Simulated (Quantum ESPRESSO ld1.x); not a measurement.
Task: All-electron atom: Hg LXVIII in [Ne] 3s2 3p1 (the NIST ground configuration). Calculated with ld1.x of Quantum ESPRESSO 7.5: Dirac Kohn-Sham, PBE, spin-unpolarised, spherical densities, point nucleus; open shells are shared between the two j in proportion to 2j + 1. Some entries of the table are withheld. Estimate them.

orbital,occ.,eigenvalue (eV),<r^2> (bohr^2)
1s1/2,2,(1),0.0003801
2s1/2,2,-20361.9,0.005580
2p1/2,2,(2),0.003929
2p3/2,4,(3),0.005044
3s1/2,2,-8296.13,(4)
3p1/2,0.333333,-8110.55,0.02797
3p3/2,0.666667,-7568.04,0.03241

Result: 
(1) 1s1/2 eigenvalue (eV): -89003.3
(2) 2p1/2 eigenvalue (eV): -19843.9
(3) 2p3/2 eigenvalue (eV): -17839.9
(4) 3s1/2 <r^2> (bohr^2): 0.03143
